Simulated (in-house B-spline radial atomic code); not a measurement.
A fraction x of an electron is moved 5s → 5p in the indium ion In⁺, starting from [Kr] 4d10 5s2 and keeping the highest spin. Computed with a B-spline radial code for spherical atoms: scalar-relativistic (X2C) TPSS, spin-polarised, spherical fractional occupations, Fermi nucleus of rms radius 4.6156 fm.

```tsv
x	E(x) - E(0) (eV)	5s down level (eV)	5p up level (eV)
0	0.0000	-14.800	-
0.125	0.8040	-14.781	-8.468
0.25	?	?	?
0.375	2.3220	-14.718	-8.888
0.5	?	?	?
0.625	3.7210	-14.655	-9.280
0.75	4.3810	-14.651	-9.459
0.875	5.0210	-14.681	-9.623
1	5.6456	-	-9.769
```

Q: What belongs in the row x = 0.25?

A: An energy change of 1.5782 eV; 5s down at -14.753 eV, 5p up at -8.681 eV.

Q: What belongs in the row x = 0.5?

A: An energy change of 3.0358 eV; 5s down at -14.682 eV, 5p up at -9.089 eV.

Q: Check Janak's theorem between x = 0.625 and 0.75.

A: The slope of the energy is 5.28 eV; the orbital levels give 5.28 eV (ε of the receiving orbital less ε of the emptying one, averaged over the two points).
